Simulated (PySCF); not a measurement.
Compound: C₆H₆P₂.
Geometry (PBE0-D3(BJ)/def2-SVP, Å), atoms numbered from 1 in this order:
```
atom  x, y, z in Å
P1     3.667   -0.861   -0.323
P2     1.950   -1.899    0.007
C3     0.544   -0.731    0.008
C4     0.446    0.422   -0.785
C5    -0.689    1.224   -0.729
C6    -1.744    0.890    0.122
C7    -1.667   -0.261    0.904
C8    -0.539   -1.075    0.835
H9     3.127    0.467   -0.395
H10    1.262    0.688   -1.462
H11   -0.754    2.115   -1.358
H12   -2.633    1.523    0.165
H13   -2.492   -0.532    1.566
H14   -0.489   -1.987    1.437
```

Computed with PySCF at PBE0/pcSseg-1 and CAM-B3LYP/def2-SVPD, non-relativistic, on one gas-phase PBE0-D3(BJ)/def2-SVP geometry that isn't relaxed in the solvent. The solvent is an IEF-PCM continuum (Bondi radii, 1.10 Å for H, scaled by 1.2). The model holds no explicit solvent molecules, cavitation or dispersion.

Gas phase at PBE0/pcSseg-1: HOMO -7.03 eV, LUMO -2.87 eV, dipole 2.95 D.

Task: What does the continuum do to the energy, the frontier levels and the dipole at PBE0/pcSseg-1 in chloroform and dichloromethane?

Result: 
```
        solvent      ε  E(solvent) − E(gas) (kcal/mol)  polarisation term (kcal/mol)  distortion of the solute (kcal/mol)  HOMO (eV)  LUMO (eV)  dipole (D)
     chloroform  4.711                           -2.74                         -3.05                                 0.31      -6.98      -2.84        3.59
dichloromethane   8.93                           -3.33                         -3.79                                 0.46      -6.98      -2.85        3.72
```

Polarisation term: ½ Σ q·V over the induced surface charges. Distortion: the rise of the solute's own energy as its density leaves the gas-phase optimum. From chloroform to dichloromethane the lowering changes by a factor 1.21, Onsager's factor (ε − 1)/(2ε + 1) by 1.18 and ε itself by 1.9.

Task: Which radius a makes the point-dipole formula ΔE = −[(ε − 1)/(2ε + 1)]·μ²/a³ give the value in dichloromethane, with the gas-phase dipole?

Result: μ = 1.159 au and |ΔE| = 0.00530 Eh give a = 2.51 Å; the farthest nucleus lies 3.78 Å from the centroid of the nuclei, so such a sphere wouldn't even hold the nuclei. The formula assumes a rigid point dipole at the centre of a sphere.

Task: Give the dipole vector in the frame of the coordinates (D, pointing from negative to positive charge), gas and dichloromethane.

Result: Gas (-2.32, 1.81, 0.06), solvent (-2.85, 2.39, 0.01). Its length changes by +26 % and its direction by 2°.

Task: Which Hirshfeld charges (PBE0/pcSseg-1) respond most in chloroform (means over atoms taken as equivalent)?

Result: 
| atoms | environment | gas (e) | solvent (e) | change |
| --- | --- | --- | --- | --- |
| P1 | phosphorus bonded to P and H | -0.019 | -0.033 | -0.014 |
| P2 | phosphorus bonded to C and P | +0.056 | +0.045 | -0.011 |
| H9 | P–H hydrogen | -0.016 | -0.007 | +0.009 |
| H12 | aromatic hydrogen | +0.056 | +0.061 | +0.005 |
| H11/H13 | aromatic hydrogen | +0.055 | +0.061 | +0.006 |
| H10/H14 | aromatic hydrogen | +0.045 | +0.050 | +0.005 |
| C3 | substituted aromatic carbon | -0.061 | -0.065 | -0.004 |
| C4/C8 | aromatic CH carbon | -0.046 | -0.048 | -0.002 |

Gas phase at CAM-B3LYP/def2-SVPD: HOMO -8.02 eV, LUMO -1.71 eV, dipole 2.52 D.

Task: What does the continuum do to the energy, the frontier levels and the dipole at CAM-B3LYP/def2-SVPD in chloroform?

Result: 
```json
{"solvent": "chloroform", "ε": "4.711", "E(solvent) − E(gas) (kcal/mol)": "-2.27", "polarisation term (kcal/mol)": "-2.57", "distortion of the solute (kcal/mol)": "0.30", "HOMO (eV)": "-7.97", "LUMO (eV)": "-1.68", "dipole (D)": "3.16"}
```

Task: How does the static polarisability (CAM-B3LYP/def2-SVPD, frozen core, with the continuum's full static response) change?

Result: 
```json
{"medium": "gas", "isotropic (au)": "125.1", "principal values (au)": "76.7, 119.3, 179.5", "⟨r²⟩ of the electrons (bohr²)": "1517.3"}
{"medium": "chloroform", "isotropic (au)": "168.7", "principal values (au)": "101.0, 162.8, 242.4", "⟨r²⟩ of the electrons (bohr²)": "1517.1"}
```

The isotropic value in chloroform is 1.35 times the gas-phase one; no cavity-field correction is applied. ⟨r²⟩ is taken about the centre of nuclear charge.
